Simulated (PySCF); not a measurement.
Molecule: SMILES Cc1ccc(F)cc1, C$_{7}$H$_{7}$F.

Structure with atom numbers: `[CH3:1][c:2]1[cH:3][cH:4][c:5]([F:6])[cH:7][cH:8]1`. Each H is labelled by its parent atom.

Geometry PBE0-D3(BJ)/def2-SVP throughout; GIAO in PySCF 2.14, gas phase, one conformer, non-relativistic; equivalent atoms averaged; basis pcSseg-1.

For orientation, HF gives these shifts δ (against TMS, CFCl3 at the same level): C5 167.0, C2 139.4, C3/C8 138.5, C4/C7 122.3, C1 20.2, F6 -100.4, H(C3)/H(C8) 7.44, H(C4)/H(C7) 7.28, H(C1) 2.43 ppm.

A run gave: C5 173.2, C2 141.8, C3/C8 139.5, C4/C7 123.8, C1 21.8, F6 -112.8, H(C3)/H(C8) 7.23, H(C4)/H(C7) 7.05, H(C1) 2.33 ppm (shifts δ (against TMS, CFCl3 at the same level)).

Q: Which functional was used in that run?
A. B97-2
B. CAM-B3LYP
C. OPBE
D. KT2

A: B. C5 tells them apart best: CAM-B3LYP gives 173.2, KT2 gives 159.8, OPBE gives 159.8, B97-2 gives 165.5 ppm.
